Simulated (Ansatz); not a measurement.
`[OH][GeH]` + H₂ → `[GeH2]` + H₂O  (hydrogenolysis of a Ge–O bond)

Gas-phase electronic energies from Ansatz, PBE0-D4/def2-TZVP geometries. CBS: MP2 limit from def2 TZ/QZ plus the TZ coupled-cluster correction, frozen cores. This one scheme is used for every species. Functionals use def2-TZVPP. B3LYP here is the variant with VWN-RPA as its local correlation; programs differ in this. HSE06 is defined as in plane-wave codes. For Ge outer-core shells are correlated without core-valence functions, which leaves a few kJ/mol of doubt a bond. Scalar relativity is left out up to krypton.

| level | ΔE (kJ/mol) | difference from CCSD(T)/CBS |
| --- | --- | --- |
| B2PLYP | 74.1 | 5.6 |
| PBE-QIDH | 65.8 | -2.7 |
| PBE | 75.2 | 6.7 |
| B3LYP | 70.0 | 1.5 |
| r2SCAN0 | 67.7 | -0.8 |
| HSE06 | 63.5 | -5.0 |
| BHLYP | 60.4 | -8.1 |
| MP2/def2-SVP | 74.1 | 5.6 |
| CCSD(T)/def2-SVP | 64.8 | -3.7 |
| CCSD(T)/def2-TZVPP | 67.6 | -0.9 |
| CCSD(T)/CBS | 68.5 | 0 |

Largest T1 diagnostic among the species: 0.016.

From r2SCAN to r2SCAN0 (25 % exact exchange), in def2-TZVPP and without D4, ΔE moves by −11.6 kJ/mol. At CCSD(T), def2-SVP lies −3.7 kJ/mol from the extrapolated value and def2-TZVPP −0.9 kJ/mol. In def2-TZVPP, CCSD(T) changes the Hartree–Fock value by +21.3 kJ/mol (the triples alone add +6.7 kJ/mol) and MP2 by +30.9 kJ/mol.
